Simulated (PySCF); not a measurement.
# Potential energy of BeCl along the bond

Set-up: basis Be def2-TZVPP, Cl def2-TZVPP; no relativity; PySCF 2.14. Energies in eV from Be + Cl in their ground configurations at the same level. State: ²Σ⁺ (doublet), unpaired electrons σ ↑.

| R (Å) | PBE0 | UHF-SCS-MP2 | B3LYP | UHF-MP2 |
| --- | --- | --- | --- | --- |
| 1.562 | -3.353 | -2.972 | -3.172 | -3.247 |
| 1.634 | -3.828 | -3.475 | -3.647 | -3.746 |
| 1.707 | -4.090 | -3.762 | -3.912 | -4.028 |
| 1.762 | -4.184 | -3.871 | -4.009 | -4.133 |
| 1.816 | -4.209 | -3.909 | -4.038 | -4.169 |
| 1.871 | -4.182 | -3.892 | -4.014 | -4.149 |
| 1.943 | -4.082 | -3.804 | -3.921 | -4.058 |
| 2.034 | -3.888 | -3.620 | -3.735 | -3.869 |
| 2.143 | -3.591 | -3.330 | -3.450 | -3.574 |
| 2.288 | -3.144 | -2.883 | -3.019 | -3.120 |

**Question.** Put a parabola through the three lowest points of the PBE0 curve and estimate Re, k and ωe (reduced mass 7.165 u; 1 eV/Å² = 0.16022 mdyn/Å; ωe = 1302.8·√(k/μ) cm⁻¹).

**Answer.** Through R = 1.762, 1.816, 1.871 Å the second-order coefficient is 8.75 eV/Å², so Re ≈ 1.815 Å, k ≈ 2.80 mdyn/Å and ωe ≈ 815 cm⁻¹. A polynomial fit of higher order to the unrounded PBE0 energies gives Re = 1.813 Å, k = 2.90 mdyn/Å, ωe = 828 cm⁻¹; anharmonicity and rounding make the difference.

The higher-order fit for each curve: PBE0: Re = 1.813 Å, ωe = 828 cm⁻¹, De = 4.21 eV; UHF-SCS-MP2: Re = 1.825 Å, ωe = 822 cm⁻¹, De = 3.91 eV; B3LYP: Re = 1.816 Å, ωe = 817 cm⁻¹, De = 4.04 eV; UHF-MP2: Re = 1.822 Å, ωe = 826 cm⁻¹, De = 4.17 eV.

Correlated steps freeze 5 core orbitals. The state was picked by a PBE0 search and need not be the measured ground state.
